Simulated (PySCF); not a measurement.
CH4CdS, SMILES [CdH][S]C.

Geometry optimised at B3LYP-D3(BJ)/def2-TZVP. The def2 effective core potentials stand for the cores of Cd; spin–orbit coupling is left out.

Computed with B3LYP-D3(BJ)/def2-TZVP in PySCF 2.14.0.

Frequencies are harmonic and unscaled.

Question: Estimate the vibrational spectrum. (An estimate is asked for; the answer gives what the named calculation found.)

Answer: 
| mode | ν (cm⁻¹) | IR (km/mol) | moving atoms (share of kinetic energy) |
|---|---|---|---|
| 1 | 113 | 0.0 | H 97 % |
| 2 | 140 | 0.6 | C 48 %, H 25 %, S 16 %, Cd 11 % |
| 3 | 336 | 23.2 | S 73 %, Cd 21 % |
| 4 | 421 | 46.9 | H 96 % |
| 5 | 434 | 56.3 | H 91 % |
| 6 | 686 | 4.5 | C 60 %, S 32 %, H 9 % |
| 7 | 961 | 4.0 | H 85 %, C 14 % |
| 8 | 976 | 7.4 | H 83 %, C 15 % |
| 9 | 1353 | 19.8 | H 87 %, C 12 % |
| 10 | 1483 | 5.9 | H 95 % |
| 11 | 1487 | 5.9 | H 95 % |
| 12 | 1811 | 225.9 | H 99 % |
| 13 | 3049 | 35.7 | H 98 % |
| 14 | 3125 | 4.3 | H 90 %, C 10 % |
| 15 | 3128 | 9.4 | H 90 %, C 10 % |
